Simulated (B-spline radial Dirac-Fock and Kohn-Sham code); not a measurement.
## Photoionisation of neon ions at Mo Kα (17479.3 eV)

Level of theory: the independent-particle Dirac-Slater model, thresholds from Dirac-Fock; a B-spline atomic structure program. Cross sections in kb; a dash marks an empty subshell or a threshold above the photon energy.

| ion | configuration | total | 1s | 2s | 2p1/2 | 2p3/2 |
| --- | --- | --- | --- | --- | --- | --- |
| Ne | [He] 2s2 2p6 | 0.06758 | 0.0639 | 0.00359 | 4.00e-05 | 7.66e-05 |
| Ne²⁺ | [He] 2s2 2p4 | 0.06823 | 0.0640 | 0.00417 | 3.50e-05 | 6.71e-05 |
| Ne⁶⁺ | [He] 2s2 | 0.07033 | 0.0646 | 0.00577 | – | – |

Values without a named source are computed, but for edge energies of neutral atoms, which are taken from tables.
